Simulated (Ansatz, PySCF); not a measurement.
B(F)(NCO)2 (C₂BFN₂O₂), SMILES C(=O)=NB(F)N=C=O. Atoms are numbered in the order given.

```xyz
8

B      0.0000     0.0000    -0.8408
F      0.0000     0.0000    -2.1634
N      0.0000    -1.2349    -0.1527
C      0.0000    -2.2120     0.5382
O      0.0000    -3.1712     1.1974
N      0.0000     1.2349    -0.1527
C      0.0000     2.2120     0.5382
O      0.0000     3.1712     1.1974
```

The structure is a stationary point at PBE0-D3(BJ)/def2-SVP. One conformer was computed; it need not be the lowest.

Two levels are set side by side: PBE-D3(BJ)/def2-SVP (Ansatz, a quantum-chemistry and plane-wave program) and PBE0-D3(BJ)/def2-SVP (Ansatz). Each level has its own optimised geometry; the coordinates shown are those of the second. Frequencies come from the Hessian of PySCF at each geometry. Differences are taken from unrounded values.

| quantity | PBE0-D3(BJ) | PBE-D3(BJ) | PBE-D3(BJ) minus PBE0-D3(BJ) |
|---|---|---|---|
| mean bond length (Å) | 1.267 | 1.279 | 0.012 |
| bond B1–F2 (Å) | 1.323 | 1.335 | 0.013 |
| bond B1–N3 (Å) | 1.414 | 1.421 | 0.008 |
| bond B1–N6 (Å) | 1.414 | 1.421 | 0.008 |
| bond N3–C4 (Å) | 1.197 | 1.209 | 0.013 |
| bond C4–O5 (Å) | 1.164 | 1.179 | 0.015 |
| bond N6–C7 (Å) | 1.197 | 1.209 | 0.013 |
| bond C7–O8 (Å) | 1.164 | 1.179 | 0.015 |
| highest harmonic wavenumber (cm⁻¹) | 2548 | 2454 | -94 |
| mean harmonic wavenumber (cm⁻¹) | 866 | 829 | -37 |
| zero-point energy (kcal/mol) | 22.27 | 21.33 | -0.94 |

GGA bonds tend to be longer and softer than those of functionals with exact exchange. Differences between two approximate levels are no errors against the true value.
